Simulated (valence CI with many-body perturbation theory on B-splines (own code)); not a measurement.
# Forbidden lines of Re26+

Calculated by valence CI with perturbative core correlation (CI+MBPT): three valence electrons over a frozen Dirac-Fock core [Kr] 4d10, radial functions for each j: 7 s, 7 p, 7 d, 7 f, 4 g, 2 h, with the one-electron correlation potential Σ1 (screened to all orders), the two-electron term Σ2, the three-electron term Σ3, Breit, model QED; selected single and double excitations, second order for the rest, scaled by the run's own slope (own B-spline code, finite nucleus).

No measured spectrum was set against this ion. As an estimate, large intervals hold to a few tenths of a per cent, small ones and those within an open d or f shell to about a per cent. Excitations out of the core, of the other parity, are not computed and may begin above about 166 eV (a cautious bound); beyond it only levels of the ground parity were kept, without lifetimes.

Lines 1 to 50 of 120 in falling wavelength, among levels below 1340400 cm⁻¹, chosen from the decays that carry over 1 % of a level's rate. Wavelengths and rates use the calculated energies. S is in atomic units (e²a₀⁴ for E2 and M2, e²a₀⁶ for E3), for M1 in squared Bohr magnetons. Weak lines are less certain than strong ones. Lines between different terms over intervals too small for the method are left out, as are lines whose strength nearly cancels. Where a level lies close to another of its J and parity, the split of strength between their lines is uncertain.

Levels are named by their leading jj configuration (3d3/2^4 stands for four electrons in 3d with j = 3/2), which in mixed levels can hold well under half, so a name can repeat and another be missing. Letters in brackets count levels of one name in rising energy.

```csv
λ vac (Å),Upper,Lower,Type,A (s⁻¹),S (a.u.)
15760,(4f5/2^2 4f7/2) J=3/2 [a],(4f5/2^2 4f7/2) J=5/2 [a],M1,1.66e+00,9.63e-01
14000,(4f5/2^2 4f7/2) J=7/2 [a],(4f5/2^2 4f7/2) J=5/2 [a],M1,3.50e+00,2.84e+00
12560,(4f5/2^2 4f7/2) J=5/2 [b],(4f5/2^2 4f7/2) J=5/2 [a],M1,3.50e+00,1.54e+00
12150,(4f5/2^2 4f7/2) J=3/2 [b],(4f5/2^2 4f7/2) J=5/2 [c],M1,1.28e+01,3.41e+00
10320,(4f5/2^2 4f7/2) J=11/2 [b],(4f5/2 4f7/2^2) J=9/2 [b],M1,8.37e+00,4.09e+00
9273,(4f5/2^2 4f7/2) J=7/2 [b],(4f5/2^2 4f7/2) J=5/2 [b],M1,1.33e+01,3.14e+00
9171,(4f5/2 4f7/2^2) J=11/2 [b],(4f5/2^2 4f7/2) J=11/2 [b],M1,1.40e+01,4.82e+00
8829,(4f5/2 4f7/2^2) J=13/2 [b],(4f5/2 4f7/2^2) J=11/2 [b],M1,8.05e+00,2.88e+00
8741,(4f5/2^2 4f7/2) J=7/2 [a],(4f5/2^2 4f7/2) J=9/2,M1,1.65e+01,3.27e+00
8621,(4f5/2^2 4f7/2) J=7/2 [b],(4f5/2^2 4f7/2) J=7/2 [a],M1,7.06e+00,1.34e+00
7384,(4f5/2^2 4f7/2) J=15/2,(4f5/2^2 4f7/2) J=13/2,M1,1.89e+01,4.52e+00
7186,(4f5/2 4f7/2^2) J=1/2,(4f5/2^2 4f7/2) J=3/2 [b],M1,7.80e+01,2.15e+00
7029,(4f5/2^2 4f7/2) J=3/2 [b],(4f5/2^2 4f7/2) J=1/2,M1,7.68e+00,3.95e-01
6602,(4f5/2^2 4f7/2) J=5/2 [a],(4f5/2^3) J=3/2,M1,7.45e+01,4.77e+00
6371,(4f5/2 4f7/2^2) J=15/2,(4f5/2 4f7/2^2) J=13/2 [a],M1,1.05e+02,1.61e+01
5824,(4f5/2 4f7/2^2) J=9/2 [a],(4f5/2^2 4f7/2) J=7/2 [a],M1,4.85e+01,3.55e+00
5772,(4f5/2 4f7/2^2) J=5/2 [a],(4f5/2 4f7/2^2) J=7/2 [a],M1,8.38e+00,3.58e-01
5746,(4f5/2 4f7/2^2) J=7/2 [b],(4f5/2 4f7/2^2) J=5/2 [a],M1,1.88e+01,1.06e+00
5401,(4f5/2 4f7/2^2) J=9/2 [b],(4f5/2^2 4f7/2) J=7/2 [b],M1,1.68e+02,9.80e+00
5361,(4f5/2 4f7/2^2) J=13/2 [a],(4f5/2^2 4f7/2) J=11/2 [a],M1,2.73e+02,2.18e+01
5335,(4f5/2^2 4f7/2) J=7/2 [b],(4f5/2^2 4f7/2) J=5/2 [a],M1,1.65e+02,7.44e+00
5046,(4f5/2 4f7/2^2) J=5/2 [a],(4f5/2 4f7/2^2) J=3/2 [a],M1,7.70e+01,2.20e+00
4856,(4f5/2 4f7/2^2) J=11/2 [b],(4f5/2 4f7/2^2) J=9/2 [b],M1,1.15e+02,5.84e+00
4804,(4f5/2^2 4f7/2) J=11/2 [b],(4f5/2 4f7/2^2) J=11/2 [a],M1,2.51e+00,1.24e-01
4653,(4f5/2^2 4f7/2) J=3/2 [a],(4f5/2^3) J=3/2,M1,1.29e+02,1.92e+00
4646,(4f5/2^2 4f7/2) J=11/2 [b],(4f5/2^2 4f7/2) J=13/2,M1,4.37e+00,1.95e-01
4498,(4f5/2 4f7/2^2) J=13/2 [b],(4f5/2^2 4f7/2) J=11/2 [b],M1,3.05e+01,1.44e+00
4417,(4f5/2^2 4f7/2) J=11/2 [a],(4f5/2^3) J=9/2,M1,4.30e+02,1.65e+01
4397,(4f5/2^2 4f7/2) J=5/2 [c],(4f5/2^2 4f7/2) J=7/2 [b],M1,3.73e+01,7.05e-01
4340,(4f5/2^2 4f7/2) J=7/2 [b],(4f5/2^2 4f7/2) J=9/2,M1,1.42e+01,3.45e-01
4329,(4f7/2^3) J=9/2 [a],(4f5/2 4f7/2^2) J=7/2 [a],M1,1.06e+02,3.19e+00
4328,(4f5/2^2 4f7/2) J=5/2 [b],(4f5/2^3) J=3/2,M1,8.63e+01,1.56e+00
4070,(4f5/2^2 4f7/2) J=9/2,(4f5/2^2 4f7/2) J=11/2 [a],M1,6.09e+01,1.52e+00
3997,(4f5/2 4f7/2^2) J=3/2 [a],(4f5/2^2 4f7/2) J=5/2 [b],M1,1.07e+01,1.01e-01
3755,(4f5/2 4f7/2^2) J=3/2 [a],(4f5/2^2 4f7/2) J=3/2 [a],M1,3.43e+02,2.69e+00
3679,(4f7/2^3) J=9/2 [b],(4f5/2^2 4f7/2) J=11/2 [b],M1,4.61e+01,8.52e-01
3635,(4f5/2 4f7/2^2) J=7/2 [a],(4f5/2^2 4f7/2) J=5/2 [b],M1,3.62e+02,5.16e+00
3562,(4f5/2 4f7/2^2) J=3/2 [b],(4f5/2^2 4f7/2) J=5/2 [c],M1,7.34e+01,4.92e-01
3553,(4f5/2 4f7/2^2) J=1/2,(4f5/2^2 4f7/2) J=1/2,M1,4.79e+01,1.59e-01
3530,(4f5/2 4f7/2^2) J=7/2 [a],(4f5/2^2 4f7/2) J=7/2 [a],M1,1.72e+02,2.24e+00
3495,(4f5/2 4f7/2^2) J=9/2 [a],(4f5/2^2 4f7/2) J=9/2,M1,3.10e+02,4.91e+00
3483,(4f5/2 4f7/2^2) J=7/2 [b],(4f5/2^2 4f7/2) J=5/2 [c],M1,2.56e+02,3.21e+00
3431,(4f5/2^2 4f7/2) J=1/2,(4f5/2^2 4f7/2) J=3/2 [a],M1,1.10e+02,3.29e-01
3321,(4f5/2 4f7/2^2) J=9/2 [b],(4f5/2^2 4f7/2) J=7/2 [a],M1,7.76e+01,1.05e+00
3310,(4f5/2 4f7/2^2) J=13/2 [b],(4f5/2^2 4f7/2) J=15/2,M1,5.33e+00,1.00e-01
3286,(4f5/2 4f7/2^2) J=11/2 [a],(4f5/2^2 4f7/2) J=9/2,M1,2.24e+02,3.54e+00
3262,(4f5/2 4f7/2^2) J=1/2,(4f5/2 4f7/2^2) J=3/2 [a],M1,1.55e+02,3.98e-01
3154,(4f7/2^3) J=15/2,(4f5/2^2 4f7/2) J=15/2,M1,2.91e+02,5.42e+00
3153,(4f5/2 4f7/2^2) J=11/2 [b],(4f5/2 4f7/2^2) J=11/2 [a],M1,2.54e+02,3.54e+00
3084,(4f5/2 4f7/2^2) J=11/2 [b],(4f5/2^2 4f7/2) J=13/2,M1,1.14e+01,1.48e-01
```
